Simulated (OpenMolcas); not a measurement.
**Mn2+, Tc2+, Re2+: d5 down the group**

| Quantity | Value |
| --- | --- |
| Program | OpenMolcas 26.06 |
| Method | MS-CASPT2, IPEA 0.25 Eh, imaginary shift 0.1 Eh |
| Basis | ANO-R2 |
| Scalar Hamiltonian | X2C, finite nucleus |
| Spin-orbit coupling | state interaction with AMFI integrals over the reference wave functions, term energies averaged over their components |

Active space for each ion: 5 electrons in 5 orbitals (d); closed shells correlated by CASPT2: Mn2+ 3s 3p; Tc2+ 4s 4p; Re2+ 5s 5p.

Computed levels in cm-1 above 6S 5/2:

| Level | Mn2+ | Tc2+ | Re2+ |
| --- | --- | --- | --- |
| 4G 7/2 | 27830 | 20810 | 18870 |
| 4G 11/2 | 27840 | 20860 | 19730 |
| 4G 9/2 | 27840 | 20900 | 20200 |
| 4P 1/2 | 30590 | 23560 | 21230 |
| 4D 7/2 | 33440 | 24520 | 23200 |
| 4D 1/2 | 33490 | 25080 | 25910 |
| 2I 11/2 | 40720 | 30760 | 28730 |
| 2I 13/2 | 40760 | 31080 | 31040 |
| 2F 7/2(1) | 44640 | 35050 | 38190 |
| weight of 6S in the lowest level (%) | 100 | 99 | 91 |

Mixed levels, with the weight of the term that names them: Tc2+ 4P 1/2 (75 %), Re2+ 4G 7/2 (71 %), Re2+ 4P 1/2 (60 %), Re2+ 4D 7/2 (74 %), Re2+ 4D 1/2 (63 %), Re2+ 2F 7/2(1) (51 %).

Measured, with the error of the calculation in %. Measured levels: Mn2+ from Corliss and Sugar, J. Phys. Chem. Ref. Data 6, 1253 (1977); Re2+ from the list in Brasseur, Gamrath and Quinet, At. Data Nucl. Data Tables 157, 101636 (2024).

| Level | Mn2+ | Re2+ |
| --- | --- | --- |
| 4G 7/2 | 26860 (+3.6) | 16890 (+11.7) |
| 4G 11/2 | 26824 (+3.8) | 18020 (+9.5) |
| 4G 9/2 |  | 18346 (+10.1) |
| 4D 7/2 | 32307 (+3.5) | 20453 (+13.4) |
| 4D 1/2 | 32369 (+3.5) |  |
| 2I 11/2 | 39174 (+3.9) | 26170 (+9.8) |
| 2I 13/2 | 39176 (+4.0) | 28588 (+8.6) |
| 2F 7/2(1) | 42606 (+4.8) |  |

Without spin-orbit coupling 4G lies 27830, 20830, 19420 cm-1 above 6S in that order; the difference to the level 4G 7/2, of either sign, comes from spin-orbit coupling, which also lowers the zero.

CASPT2 does not keep the components of a term degenerate, so their means are used; among the terms shown or strongly mixed into the levels shown the widest spread is 510 cm-1 (4d5 4F, Tc2+). Blocks of more than 70 roots (2S+1 = 2 even) ran without multistate coupling. Levels of configurations with an s electron are missing; early in the row they begin among the upper levels of the d shell and mix with terms of their name (holds for Tc2+). Configurations with an s electron lie low in 5d ions of this charge, fall among these levels and mix in, so low-spin terms can stand far too high, up to twice their true height, and weights are not those of the real levels (holds for Re2+). Measured partners are found by configuration, term and J. A level has none where our copy of the source lacks it or the pairing is in doubt (some pairs that miss far off the trend of their configuration count as doubtful), and it then counts in no deviation. Only configurations of the active space appear.

A number in round brackets counts repeated terms of one configuration in the order of the reference energies.
